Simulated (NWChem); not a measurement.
System: MnF2, sextet; SMILES [F][Mn][F]

NWChem input:

```
start job
memory heap 200 mb stack 900 mb global 1100 mb
geometry units angstroms noautoz
  Mn     0.000000     0.000000    -0.023148
  F      1.777838     0.000000    -0.023212
  F     -1.777838     0.000000    -0.023212
end
basis spherical
  Mn library 6-31g*
  F library 6-31g*
end
dft
  odft
  mult 6
  xc r2scan
  iterations 150
end
task dft gradient
```

Output (shortened):

```
             Northwest Computational Chemistry Package (NWChem) 7.3.0
             --------------------------------------------------------

 ORDER OF PRIMARY AXIS IS BEING SET TO 4
 D4H symmetry detected

                             Geometry "geometry" -> ""
                             -------------------------

 Output coordinates in angstroms (scale by  1.889725989 to convert to a.u.)

  No.       Tag          Charge          X              Y              Z
 ---- ---------------- ---------- -------------- -------------- --------------
    1 Mn                  25.0000     0.00000000     0.00000000     0.00000000
    2 F                    9.0000     0.00000000     0.00000000     1.77783800
    3 F                    9.0000     0.00000000     0.00000000    -1.77783800

 Effective nuclear repulsion energy (a.u.)     145.9983646622

      Symmetry information
      --------------------

 Group name             D4h
 Group number             28
 Group order              16
 No. of unique centers     2

                                 NWChem DFT Module
                                 -----------------

 Summary of "ao basis" -> "ao basis" (spherical)
 ------------------------------------------------------------------------------
       Tag                 Description            Shells   Functions and Types
 ---------------- ------------------------------  ------  ---------------------
 Mn                          6-31g*                 12       34   5s4p2d1f
 F                           6-31g*                  6       14   3s2p1d

      Symmetry analysis of basis
      --------------------------

        a1g        13
        a1u         0
        a2g         0
        a2u        11
        b1g         3
        b1u         2
        b2g         3
        b2u         2
        eg         10
        eu         18

            General Information
            -------------------
          SCF calculation type: DFT
          Wavefunction type:  spin polarized.
          No. of atoms     :     3
          No. of electrons :    43
           Alpha electrons :    24
            Beta electrons :    19
          Charge           :     0
          Spin multiplicity:     6
          Use of symmetry is: on ; symmetry adaption is: on
          Maximum number of iterations: 150
          AO basis - number of functions:    62
                     number of shells:    24
          Convergence on energy requested:  1.00D-06
          Convergence on density requested:  1.00D-05
          Convergence on gradient requested:  5.00D-04

              XC Information
              --------------
                      r^2SCAN Method XC Functional
               r^2SCAN metaGGA Exchange Functional  1.000
                     r^2SCAN Correlation Potential  1.000

             Grid Information
             ----------------
          Grid used for XC integration:  medium
          Radial quadrature: Mura-Knowles
          Angular quadrature: Lebedev.
          Tag              B.-S. Rad. Rad. Pts. Rad. Cut. Ang. Pts.
          ---              ---------- --------- --------- ---------
          Mn                  1.40      112           8.0       590
          F                   0.50       49           8.0       434
          Grid pruning is: on
          Number of quadrature shells:   161
          Spatial weights used:  Erf1

      Superposition of Atomic Density Guess
      -------------------------------------

 Sum of atomic energies:       -1348.24035518

      Non-variational initial energy
      ------------------------------

 Total energy =   -1347.136965
 1-e energy   =   -2154.173506
 2-e energy   =     661.038176
 HOMO         =      -0.139840
 LUMO         =      -0.127758

   Symmetry analysis of molecular orbitals - initial alpha
   -------------------------------------------------------

 !! scf_movecs_sym_adapt:   10 vectors were symmetry contaminated

  Symmetry fudging

 !! scf_movecs_sym_adapt:    8 vectors were symmetry contaminated

  Numbering of irreducible representations:

     1 a1g         2 a1u         3 a2g         4 a2u         5 b1g
     6 b1u         7 b2g         8 b2u         9 eg         10 eu

  Orbital symmetries:

     1 a1g         2 a1g         3 a1g         4 a2u         5 a2u
     6 eu          7 eu          8 a1g         9 a2u        10 eu
    11 eu         12 a1g        13 a2u        14 a1g        15 eg
    16 eg         17 a2u        18 eu         19 eu         20 a1g
    21 b1g        22 b2g        23 eg         24 eg         25 a1g
    26 eu         27 eu         28 a2u        29 a1g        30 eu
    31 eu         32 a2u        33 eg         34 eg

   Symmetry analysis of molecular orbitals - initial beta
   ------------------------------------------------------

 !! scf_movecs_sym_adapt:   10 vectors were symmetry contaminated

  Symmetry fudging

 !! scf_movecs_sym_adapt:    8 vectors were symmetry contaminated

  Numbering of irreducible representations:

     1 a1g         2 a1u         3 a2g         4 a2u         5 b1g
     6 b1u         7 b2g         8 b2u         9 eg         10 eu

  Orbital symmetries:

     1 a1g         2 a1g         3 a1g         4 a2u         5 a2u
     6 eu          7 eu          8 a1g         9 a2u        10 eu
    11 eu         12 a1g        13 a2u        14 a1g        15 eg
    16 eg         17 a2u        18 eu         19 eu         20 a1g
    21 b1g        22 b2g        23 eg         24 eg         25 a1g
    26 eu         27 eu         28 a2u        29 a1g        30 eu
    31 eu         32 a2u        33 eg         34 eg

   convergence    iter        energy       DeltaE   RMS-Dens  Diis-err
 ---------------- ----- ----------------- --------- --------- ---------
 d= 0,ls=0.0,diis     1  -1350.2515347993 -1.50D+03  2.42D-02  1.00D+00
                                                     3.78D-02  3.79D-01
 d= 0,ls=0.0,diis     2  -1337.7754288534  1.25D+01  1.51D-02  3.19D+01
                                                     3.63D-02  2.49D+01
 d= 0,ls=0.0,diis     3  -1350.5405391690 -1.28D+01  1.02D-03  1.28D-02
                                                     1.36D-03  1.69D-02
 d= 0,ls=0.0,diis     4  -1350.5468346497 -6.30D-03  4.46D-04  2.81D-04
                                                     2.81D-04  4.19D-04
 d= 0,ls=0.0,diis     5  -1350.5468685551 -3.39D-05  1.96D-04  5.73D-04
                                                     1.09D-04  3.98D-04
  Resetting Diis
 d= 0,ls=0.0,diis     6  -1350.5470267142 -1.58D-04  3.63D-05  9.65D-06
                                                     1.46D-05  1.94D-06
 d= 0,ls=0.0,diis     7  -1350.5470297121 -3.00D-06  2.54D-05  1.32D-06
                                                     1.61D-05  3.52D-07
 d= 0,ls=0.0,diis     8  -1350.5470285909  1.12D-06  1.37D-05  4.34D-06
                                                     1.46D-05  3.90D-06
 d= 0,ls=0.0,diis     9  -1350.5470301189 -1.53D-06  1.97D-06  3.26D-08
                                                     1.33D-06  6.45D-09
 d= 0,ls=0.0,diis    10  -1350.5470301309 -1.20D-08  1.04D-06  4.62D-09
                                                     4.22D-07  1.07D-09

         Total DFT energy =    -1350.547030130876
      One electron energy =    -2157.481576609866
           Coulomb energy =      734.076392473066
    Exchange-Corr. energy =      -73.140210656296
 Nuclear repulsion energy =      145.998364662220

 Numeric. integr. density =       43.000003672871

                  Occupations of the irreducible representations
                  ----------------------------------------------

                     irrep           alpha         beta
                     --------     --------     --------
                     a1g               7.0          6.0
                     a1u               0.0          0.0
                     a2g               0.0          0.0
                     a2u               5.0          5.0
                     b1g               1.0          0.0
                     b1u               0.0          0.0
                     b2g               1.0          0.0
                     b2u               0.0          0.0
                     eg                4.0          2.0
                     eu                6.0          6.0

                    DFT Final Alpha Molecular Orbital Analysis
                    ------------------------------------------

 Vector   22  Occ=1.000000D+00  E=-2.393228D-01  Symmetry=a1g
              MO Center= -6.7D-16, -2.2D-16, -2.0D-13, r^2= 1.7D+00
   Bfn.  Coefficient  Atom+Function         Bfn.  Coefficient  Atom+Function
  ----- ------------  ---------------      ----- ------------  ---------------
    10      0.648926  1 Mn s                 20      0.497793  1 Mn d  0
    25      0.306839  1 Mn d  0               6     -0.201102  1 Mn s
    39      0.175047  2 F  pz                53     -0.175047  3 F  pz
    43      0.121796  2 F  pz                57     -0.121796  3 F  pz
    40      0.103575  2 F  s                 54      0.103575  3 F  s

 Vector   23  Occ=1.000000D+00  E=-2.339439D-01  Symmetry=eg
              MO Center= -1.0D-16,  1.7D-16,  3.1D-17, r^2= 1.9D+00
   Bfn.  Coefficient  Atom+Function         Bfn.  Coefficient  Atom+Function
  ----- ------------  ---------------      ----- ------------  ---------------
    19      0.576916  1 Mn d -1              38     -0.334514  2 F  py
    52      0.334514  3 F  py                24      0.320806  1 Mn d -1
    42     -0.242066  2 F  py                56      0.242066  3 F  py
    21     -0.035216  1 Mn d  1

 Vector   24  Occ=1.000000D+00  E=-2.339439D-01  Symmetry=eg
              MO Center=  1.3D-15, -4.2D-16,  2.9D-15, r^2= 1.9D+00
   Bfn.  Coefficient  Atom+Function         Bfn.  Coefficient  Atom+Function
  ----- ------------  ---------------      ----- ------------  ---------------
    21      0.576916  1 Mn d  1              37      0.334514  2 F  px
    51     -0.334514  3 F  px                26      0.320806  1 Mn d  1
    41      0.242066  2 F  px                55     -0.242066  3 F  px
    19      0.035216  1 Mn d -1

 Vector   25  Occ=0.000000D+00  E=-3.321731D-02  Symmetry=a1g
              MO Center=  7.5D-15,  3.4D-15,  6.6D-13, r^2= 4.6D+00
   Bfn.  Coefficient  Atom+Function         Bfn.  Coefficient  Atom+Function
  ----- ------------  ---------------      ----- ------------  ---------------
    14      0.859583  1 Mn s                 20      0.413156  1 Mn d  0
    40     -0.234141  2 F  s                 54     -0.234141  3 F  s
    39      0.203755  2 F  pz                53     -0.203755  3 F  pz
    25      0.190879  1 Mn d  0               6      0.178597  1 Mn s
    43      0.171768  2 F  pz                57     -0.171768  3 F  pz

 Vector   26  Occ=0.000000D+00  E=-2.917559D-03  Symmetry=eu
              MO Center= -8.9D-15, -2.6D-15,  1.8D-16, r^2= 7.0D+00
   Bfn.  Coefficient  Atom+Function         Bfn.  Coefficient  Atom+Function
  ----- ------------  ---------------      ----- ------------  ---------------
    15      0.719095  1 Mn px                11      0.326407  1 Mn px
    16      0.208860  1 Mn py                37     -0.141854  2 F  px
    51     -0.141854  3 F  px                41     -0.130184  2 F  px
    55     -0.130184  3 F  px                12      0.094805  1 Mn py
     3      0.055904  1 Mn px                 7     -0.048934  1 Mn px

 Vector   27  Occ=0.000000D+00  E=-2.917559D-03  Symmetry=eu
              MO Center= -2.6D-15, -8.0D-15,  4.4D-17, r^2= 7.0D+00
   Bfn.  Coefficient  Atom+Function         Bfn.  Coefficient  Atom+Function
  ----- ------------  ---------------      ----- ------------  ---------------
    16      0.719095  1 Mn py                12      0.326407  1 Mn py
    15     -0.208860  1 Mn px                38     -0.141854  2 F  py
    52     -0.141854  3 F  py                42     -0.130184  2 F  py
    56     -0.130184  3 F  py                11     -0.094805  1 Mn px
     4      0.055904  1 Mn py                 8     -0.048934  1 Mn py

                     DFT Final Beta Molecular Orbital Analysis
                     -----------------------------------------

 Vector   17  Occ=1.000000D+00  E=-3.139988D-01  Symmetry=eg
              MO Center=  2.2D-15,  1.8D-15,  9.9D-14, r^2= 3.3D+00
   Bfn.  Coefficient  Atom+Function         Bfn.  Coefficient  Atom+Function
  ----- ------------  ---------------      ----- ------------  ---------------
    37      0.334955  2 F  px                51     -0.334955  3 F  px
    38      0.275775  2 F  py                52     -0.275775  3 F  py
    41      0.260291  2 F  px                55     -0.260291  3 F  px
    42      0.214303  2 F  py                56     -0.214303  3 F  py
    21     -0.114701  1 Mn d  1              26     -0.098988  1 Mn d  1

 Vector   18  Occ=1.000000D+00  E=-3.056271D-01  Symmetry=eu
              MO Center= -1.3D-17,  1.4D-17, -5.4D-16, r^2= 3.6D+00
   Bfn.  Coefficient  Atom+Function         Bfn.  Coefficient  Atom+Function
  ----- ------------  ---------------      ----- ------------  ---------------
    38      0.439401  2 F  py                52      0.439401  3 F  py
    42      0.326885  2 F  py                56      0.326885  3 F  py
    12      0.093758  1 Mn py                37      0.081874  2 F  px
    51      0.081874  3 F  px                16      0.063314  1 Mn py
    41      0.060909  2 F  px                55      0.060909  3 F  px

 Vector   19  Occ=1.000000D+00  E=-3.056271D-01  Symmetry=eu
              MO Center= -7.0D-14, -2.8D-14, -1.5D-13, r^2= 3.6D+00
   Bfn.  Coefficient  Atom+Function         Bfn.  Coefficient  Atom+Function
  ----- ------------  ---------------      ----- ------------  ---------------
    37      0.439401  2 F  px                51      0.439401  3 F  px
    41      0.326885  2 F  px                55      0.326885  3 F  px
    11      0.093758  1 Mn px                38     -0.081874  2 F  py
    52     -0.081874  3 F  py                15      0.063314  1 Mn px
    42     -0.060909  2 F  py                56     -0.060909  3 F  py

 Vector   20  Occ=0.000000D+00  E=-9.272338D-02  Symmetry=a1g
              MO Center= -7.7D-17, -7.9D-17, -2.2D-15, r^2= 2.6D+00
   Bfn.  Coefficient  Atom+Function         Bfn.  Coefficient  Atom+Function
  ----- ------------  ---------------      ----- ------------  ---------------
    10      0.452040  1 Mn s                 14     -0.452771  1 Mn s
    20      0.422116  1 Mn d  0              25      0.275558  1 Mn d  0
     6     -0.230513  1 Mn s                 40      0.144083  2 F  s
    54      0.144083  3 F  s                  2      0.080838  1 Mn s
    39      0.045017  2 F  pz                53     -0.045017  3 F  pz

 Vector   21  Occ=0.000000D+00  E=-7.559972D-02  Symmetry=b1g
              MO Center= -2.8D-16,  1.1D-15, -1.5D-16, r^2= 4.6D-01
   Bfn.  Coefficient  Atom+Function         Bfn.  Coefficient  Atom+Function
  ----- ------------  ---------------      ----- ------------  ---------------
    22      0.707009  1 Mn d  2              27      0.476847  1 Mn d  2

 Vector   22  Occ=0.000000D+00  E=-7.559946D-02  Symmetry=b2g
              MO Center= -1.1D-15,  5.9D-17, -8.6D-17, r^2= 4.6D-01
   Bfn.  Coefficient  Atom+Function         Bfn.  Coefficient  Atom+Function
  ----- ------------  ---------------      ----- ------------  ---------------
    18      0.707009  1 Mn d -2              23      0.476848  1 Mn d -2

   alpha - beta orbital overlaps
   -----------------------------

[...]

                         DFT ENERGY GRADIENTS

    atom               coordinates                        gradient
                 x          y          z           x          y          z
   1 Mn      0.000000   0.000000   0.000000    0.000000   0.000000  -0.000000
   2 F       0.000000   0.000000   3.359627    0.000000   0.000000   0.008207
   3 F       0.000000   0.000000  -3.359627    0.000000   0.000000  -0.008207
```

Level: r2SCAN/6-31G* (spherical d), spin-unrestricted. Structure relaxed at the PBE0/def2-SVP, spin-unrestricted level. No stability test was run on the SCF state.
